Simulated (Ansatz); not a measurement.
Consider the silylene formation by 1,1-elimination: `C=C([SiH3])CCl` → `C=CCCl` + `[SiH2]`.

Gas-phase electronic energies from Ansatz, PBE0-D4/def2-TZVP geometries. CBS: MP2 limit from def2 TZ/QZ plus the TZ coupled-cluster correction, frozen cores. This one scheme is used for every species. One conformer a species, not always the lowest.

`C=C([SiH3])CCl`:

Cartesian coordinates in Å:
```
C 1.614 -0.157 -0.124
C 0.286 -0.058 -0.125
Si -0.660 0.084 1.489
C -0.461 -0.090 -1.417
Cl -1.502 1.358 -1.610
H 2.187 -0.179 0.797
H 2.183 -0.225 -1.049
H 0.265 -0.281 2.593
H -1.170 1.459 1.714
H -1.815 -0.854 1.472
H -1.137 -0.944 -1.466
H 0.211 -0.114 -2.275
```

`C=CCCl`:

```xyz
9

C     1.054   -0.222   -0.925
C     0.483    0.225    0.183
C    -0.977    0.151    0.436
Cl   -1.326   -0.830    1.898
H     2.122   -0.134   -1.086
H     0.473   -0.692   -1.712
H     1.082    0.682    0.966
H    -1.507   -0.314   -0.394
H    -1.405    1.134    0.634
```

`[SiH2]`:

```xyz
3

Si   -0.372   -0.466    0.388
H     1.111   -0.266    0.093
H    -0.739    0.732   -0.482
```

```
         species  CCSD(T)/CBS(def2) energy (Eh)
`C=C([SiH3])CCl`                     -867.19977
        `C=CCCl`                     -576.92074
        `[SiH2]`                     -290.19011
```

(1) Work out ΔE.

Largest T1 diagnostic among the species: 0.014.

Results:

(1) ΔE = (-576.92074) + (-290.19011) − (-867.19977) = 0.08892 Eh = +55.8 kcal/mol.

In def2-TZVPP, CCSD(T) changes the Hartree–Fock value by +4.9 kcal/mol (the triples alone add +1.5 kcal/mol) and MP2 by +10.2 kcal/mol. From PBE to PBE0 (25 % exact exchange), in def2-TZVPP and without D4, ΔE moves by +2.0 kcal/mol.
